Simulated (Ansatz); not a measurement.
Consider the hydrogenolysis of a C–C bond: `C[CH2][GeH]([F])[Cl]` + H₂ → `[CH3][GeH]([F])[Cl]` + CH₄.

Calculated with Ansatz (gas phase, PBE0-D4/def2-TZVP geometries, no zero-point term in ΔE). CBS: MP2 limit from def2 TZ/QZ plus the TZ coupled-cluster correction, frozen cores. This one scheme is used for every species. DFT in def2-TZVPP. B3LYP here is the variant with VWN-RPA as its local correlation; programs differ in this. For Ge outer-core shells are correlated without core-valence functions, which leaves a few kJ/mol of doubt a bond. Scalar relativity is left out up to krypton. Each species was taken in one conformer, which may not be the lowest.

`C[CH2][GeH]([F])[Cl]`:

Z-matrix (Å, degrees):
```
C
C 1 1.523
H 1 1.093 2 111.8
H 1 1.092 2 110.7 3 -119.7
H 1 1.092 2 111.4 3 120.6
Ge 2 1.937 1 113.2 3 -60.6
H 2 1.094 1 111.6 3 59.8
H 2 1.093 1 111.5 3 179.5
Cl 6 2.146 2 109.6 1 -61.5
F 6 1.736 2 108.1 1 -176.3
H 6 1.534 2 118.6 1 62.6
```

H₂:

Z-matrix (Å, degrees):
```
H
H 1 0.746
```

`[CH3][GeH]([F])[Cl]`:

```xyz
8

C     0.491   -0.930   -0.235
Ge   -0.277    0.804    0.101
F     0.190    1.283    1.702
Cl   -2.415    0.659    0.142
H     0.183   -1.290   -1.217
H     1.579   -0.864   -0.198
H     0.144   -1.626    0.528
H     0.104    1.965   -0.823
```

CH₄:

```xyz
5

C     0.000    0.000    0.000
H    -0.486   -0.235    0.946
H    -0.244    1.021   -0.290
H    -0.349   -0.689   -0.769
H     1.079   -0.097    0.112
```

```csv
level,ΔE (kcal/mol),difference from CCSD(T)/CBS
r2SCAN-D4,-18.8,-0.9
PBE0-D4,-18.4,-0.5
B3LYP-D4,-18.8,-0.9
ωB97M-V,-18.6,-0.7
B2PLYP,-19.9,-2.0
PBE,-19.1,-1.2
r2SCAN,-19.2,-1.3
PBE0,-19.7,-1.8
HF/def2-TZVPP,-23.1,-5.2
MP2/def2-TZVPP,-17.6,0.3
CCSD(T)/def2-TZVPP,-18.3,-0.4
HF/def2-QZVPP,-23.1,-5.2
SCS-MP2/def2-QZVPP,-18.2,-0.3
HF/CBS(def2),-23.1,-5.2
MP2/CBS(def2),-17.1,0.8
CCSD/CBS(def2),-18.8,-0.9
CCSD(T)/CBS,-17.9,0
```

Largest T1 diagnostic among the species: 0.011.

The D4 term adds +2.2 kcal/mol with B3LYP and +1.2 kcal/mol with PBE0; it sums over pairs of atoms, weighted by their polarisabilities, and B3LYP, whose exchange is more repulsive, gets the larger term. In def2-TZVPP, CCSD(T) changes the Hartree–Fock value by +4.8 kcal/mol (the triples alone add +0.9 kcal/mol) and MP2 by +5.5 kcal/mol.
